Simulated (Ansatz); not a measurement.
`[GeH3][SiH2][GeH3]` + `CO[SiH2]S` → `CO[SiH2][S][GeH3]` + `[SiH3][GeH3]`  (cleavage of the Ge–Si bond)

Isolated molecules relaxed with PBE0-D4/def2-TZVP in Ansatz; ΔE leaves out vibrations. CCSD(T)/CBS adds triple-zeta CCSD(T) − MP2 to the extrapolated MP2 energy (def2 sets, frozen cores). This one scheme is used for every species. Functionals use def2-TZVPP. B3LYP here is the variant with VWN-RPA as its local correlation; programs differ in this. For Ge outer-core shells are correlated without core-valence functions, which leaves a few kJ/mol of doubt a bond. Scalar relativity is left out up to krypton. One conformer a species, not always the lowest.

Question: Is it downhill or uphill in electronic energy at CCSD(T)/CBS, and by how much? (An estimate is asked.)

Answer: The calculation gave: Downhill: ΔE = -30.2 kJ/mol.

Question: What do these levels give: PBE, r2SCAN, B3LYP, HF/def2-TZVPP, CCSD/def2-TZVPP, SCS-MP2/def2-QZVPP? (An estimate is asked.)

Answer: The calculation gave: PBE -20.2, r2SCAN -27.4, B3LYP -26.0, HF/def2-TZVPP -39.2, CCSD/def2-TZVPP -29.8, SCS-MP2/def2-QZVPP -37.2 kJ/mol.

Largest T1 diagnostic among the species: 0.012.

The D4 term adds −5.0 kJ/mol with B3LYP and −2.7 kJ/mol with PBE0; it sums over pairs of atoms, weighted by their polarisabilities, and B3LYP, whose exchange is more repulsive, gets the larger term. From PBE to PBE0 (25 % exact exchange), in def2-TZVPP and without D4, ΔE moves by −3.4 kJ/mol.
